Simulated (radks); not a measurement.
The mean radii <r> (bohr) of the occupied orbitals of an atom or ion are listed with their occupations. Method: scalar-relativistic Kohn-Sham, BLYP, spin-polarised, spherical densities, finite nucleus; Fermi nuclear charge, rms radius of each element as measured or else 0.836 A^(1/3) + 0.57 fm; computed with a radial shooting solver on a logarithmic mesh with Libxc functionals.

| orbital | occ. | <r> |
|---|---|---|
| 1s up | 1 | 0.02037 |
| 1s down | 1 | 0.02037 |
| 2s up | 1 | 0.08647 |
| 2s down | 1 | 0.08647 |
| 2p up | 3 | 0.07672 |
| 2p down | 3 | 0.07672 |
| 3s up | 1 | 0.2255 |
| 3s down | 1 | 0.2253 |
| 3p up | 3 | 0.2246 |
| 3p down | 3 | 0.2245 |
| 3d up | 5 | 0.2039 |
| 3d down | 5 | 0.2037 |
| 4s up | 1 | 0.5061 |
| 4s down | 1 | 0.5064 |
| 4p up | 3 | 0.5358 |
| 4p down | 3 | 0.5362 |
| 4d up | 5 | 0.5759 |
| 4d down | 5 | 0.5772 |
| 5s up | 1 | 1.176 |
| 5s down | 1 | 1.186 |
| 5p up | 3 | 1.340 |
| 5p down | 3 | 1.352 |
| 4f up | 7 | 0.6932 |
| 4f down | 2 | 0.7058 |
| 6s up | 1 | 2.620 |

Name the element and its charge. Open shells, if any, are filled with parallel spins first.

Answer. Z = 68, erbium, charge +4: Er4+ in [Xe] 4f9 6s1. The 1s radius gives Z: for a bare nucleus <r> = (2 gamma + 1)/(2Z) with gamma = sqrt(1 - (Z/c)^2), 0.02012 bohr for Z = 68, and screening makes it slightly larger (0.02037 here). The occupations add up to 64, and the charge is Z minus that.
